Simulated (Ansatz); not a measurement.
Cost and result for the atomization energy of `CC#[N+][Au-][F]` (8 atoms, 7 bonds).

The species carries charge 0 and has multiplicity 1. Correlated methods include outer-core shells of Au, which these sets cover unevenly. Au: def2 effective core potential. Geometry: relaxed with PBE0-D4/def2-TZVP. Program: Ansatz. All runs use 4 threads of an AMD EPYC 7B13 on a shared host. Times are those of one run each, without the atoms' runs, and a repeat can differ threefold. Electronic energies, without spin–orbit coupling; frozen cores. CCSD(T)/CBS adds CCSD(T) − MP2 in def2-TZVPP to the MP2 limit, and its time is that of the two runs behind it. T1 = 0.016. With those shells the extrapolation isn't a true limit. HSE06 is the plane-wave form, built on full-range PBE exchange.

CCSD(T)/CBS is a level of theory with its own doubt, some kJ/mol a heavy atom from the limit and from the frozen cores, so smaller differences don't rank the functionals.

```json
{"level": "LDA (SPW92)/def2-TZVPP", "functions": "222", "wall time": "0.95 s"}
{"level": "PBE0-D4/def2-TZVPP", "functions": "222", "wall time": "1.8 s"}
{"level": "HSE06-D4/def2-TZVPP", "functions": "222", "wall time": "2.2 s"}
{"level": "r2SCAN-D4/def2-TZVPP (with forces)", "functions": "222", "wall time": "3 s"}
{"level": "r2SCANh-D4/def2-TZVPP", "functions": "222", "wall time": "3.2 s"}
{"level": "B2PLYP/def2-TZVPP", "functions": "222", "wall time": "4 s"}
{"level": "PBE-QIDH/def2-TZVPP", "functions": "222", "wall time": "4 s"}
{"level": "ωB97X-V/def2-TZVPP", "functions": "222", "wall time": "4.8 s"}
{"level": "B97M-V/def2-TZVPP", "functions": "222", "wall time": "6 s"}
{"level": "CCSD(T)/def2-SVP", "functions": "103", "wall time": "8.5 s"}
{"level": "MP2/def2-QZVPP", "functions": "406", "wall time": "12 s"}
{"level": "CCSD(T)/def2-TZVPP", "functions": "222", "wall time": "2.7 min"}
{"level": "CCSD(T)/CBS(def2)", "functions": "–", "wall time": "2.9 min"}
```

**Question.** What atomization energy does each give, and how far from CCSD(T)/CBS? (An estimate is asked.)

**Answer.** Computed: 
```tsv
level	atomization (kJ/mol)	difference from CCSD(T)/CBS	per bond
LDA (SPW92)/def2-TZVPP	3637.2	553.5	79.1
PBE0-D4/def2-TZVPP	3076.6	-7.1	-1.0
HSE06-D4/def2-TZVPP	3079.3	-4.4	-0.6
r2SCAN-D4/def2-TZVPP (with forces)	3092.8	9.1	1.3
r2SCANh-D4/def2-TZVPP	3049.0	-34.7	-5.0
B2PLYP/def2-TZVPP	3049.9	-33.8	-4.8
PBE-QIDH/def2-TZVPP	3038.0	-45.7	-6.5
ωB97X-V/def2-TZVPP	3066.7	-17.0	-2.4
B97M-V/def2-TZVPP	3066.5	-17.2	-2.5
CCSD(T)/def2-SVP	2882.2	-201.5	-28.8
MP2/def2-QZVPP	3153.7	70.0	10.0
CCSD(T)/def2-TZVPP	2980.1	-103.6	-14.8
CCSD(T)/CBS(def2)	3083.7	0.0	0.0
```

From BLYP to BHLYP (50 % exact exchange), in def2-TZVPP and without D4, the atomization energy moves by −199.8 kJ/mol: exact exchange takes away binding that semilocal exchange gives to molecules. Leaving LDA and LC-ωPBE aside and taking each functional with its dispersion term where it has one, the values, not all of them listed here, spread over 300.6 kJ/mol, from BHLYP-D4 to PBE-D4. LDA lies +446.2 kJ/mol from PBE without D4, its usual overbinding. The D4 term adds +23.1 kJ/mol with B3LYP and +12.1 kJ/mol with PBE0; it sums over pairs of atoms, weighted by their polarisabilities, and B3LYP, whose exchange is more repulsive, gets the larger term.

B3LYP here is the variant with VWN-RPA as its local correlation; programs differ in this.
